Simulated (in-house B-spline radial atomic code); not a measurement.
Values are calculated unless marked as measured or tabulated.
Stopping and range of 5 keV S in InSb

The pair potential comes from two frozen, spherical free-atom densities (PBE, B-spline radial code, scalar-relativistic past argon): electrostatics plus the change in Thomas-Fermi kinetic and Dirac exchange energy where they overlap, the recipe behind the universal ZBL potential, which averages such potentials (from solid-state densities) over many pairs. It is written V = (Z1 Z2 e²/r) φ(r/a), with e² = 14.3996 eV·Å and a = 0.46850 Å/(Z1^0.23 + Z2^0.23); ZBL's fit is φ = 0.18175 e^(−3.1998x) + 0.50986 e^(−0.94229x) + 0.28022 e^(−0.4029x) + 0.02817 e^(−0.20162x). Where φ falls below 4e-4 it is continued as an exponential.

The target is taken as amorphous, with density 5.77 g/cm³ (NSM archive of the Ioffe Institute); channelling is ignored. Masses: S 32.06, In 114.82, Sb 121.76 u. Nuclear stopping is S_n = 4π a Z1 Z2 e² M1/(M1 + M2) × s_n(ε), with s_n integrated over impact parameters for each pair. Electronic stopping is Lindhard and Scharff's S_e = Z1^(1/6) 8π e² a0 Z1 Z2/(Z1^(2/3) + Z2^(2/3))^(3/2) × v/v0, with a0 = 0.529177 Å and v = v0 at 24.801 keV/u; it misses the oscillations with Z1 seen in experiment, which reach tens of per cent. Compounds add by atom fraction.

| target atom | a (Å) | ε at this energy | s_n, this pair | s_n, ZBL potential |
| --- | --- | --- | --- | --- |
| In | 0.10796 | 0.03738 | 0.2649 | 0.2546 |
| Sb | 0.10740 | 0.03618 | 0.2633 | 0.2523 |

Problem. What are the atom density and the stopping powers at entry?

Solution. N = 5.77 × 0.602214/118.29 = 0.02938 atoms/Å³. For In: S_n = 3343 × 0.2649 = 885.6 eV·Å², S_e = 3.0476 × √5000 = 215.5 eV·Å². For Sb: S_n = 3305 × 0.2633 = 870.2 eV·Å², S_e = 3.0867 × √5000 = 218.3 eV·Å². Averaged over the target's atoms (half each) and times N × 10 Å/nm, the ion loses N S_n = 258 eV/nm to recoils and N S_e = 63.7 eV/nm to electrons; the nuclear share is 80 %.

Along the track:

```csv
E (keV),N S_n (eV/nm),N S_e (eV/nm)
0.25,78,14.2
0.75,131,24.7
1.5,174,34.9
2.5,209,45
3.75,238,55.2
5,258,63.7
```

Problem. Estimate the path length and the projected range.

Solution. With continuous slowing down the path is the integral of dE/(N (S_n + S_e)). Trapezoids over the table give 21.6 nm, and the stretch below the first row, with stopping taken as √E, adds 2E/(N S) = 5.4 nm: 27 nm in all, against 26 nm on a fine grid from 5 eV. Deflections shorten the depth: to first order in the energy passed on, N (S_n + S_e) dR_p/dE = 1 − N S_n (M2/M1) R_p/(2E), summed over the target's atoms, and integrating this on the fine grid gives R_p = 7.21 nm, 0.28 of the path. Lindhard's rule of thumb R/(1 + M2/3M1), with mean M2/M1 = 3.69, gives 11.7 nm; it is meant for M2/M1 below about 2. On the ZBL potential the same equation gives 7.52 nm, and the full integral equation, which keeps hard collisions, 7.82 nm.
